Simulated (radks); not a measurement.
Results of a calculation; reference values are marked as such.
Question: These are the eigenvalues of the occupied orbitals of an atom or ion with whole-number occupations (eV). Level of theory: non-relativistic Kohn-Sham, LDA (Slater exchange, Perdew-Wang correlation), spin-unpolarised, spherical densities, point nucleus (a radial shooting solver on a logarithmic mesh with Libxc functionals).

orbital  eigenvalue
1s        -5605.326
2s        -869.9602
2p        -780.6418
3s        -294.3306

Which element is it, and in what charge state? The configuration may be excited.

Answer: Z = 23, vanadium, charge +11: V11+ in [Ne] 3s2. The list shows which subshells hold electrons but not how many an open one holds; the 1s level, -205.99 hartree, gives Z - s = 20.3 by -(Z - s)^2/2, which with screening narrows Z to a few neighbours, and the depths of the outer levels then fix element, charge and occupations together.
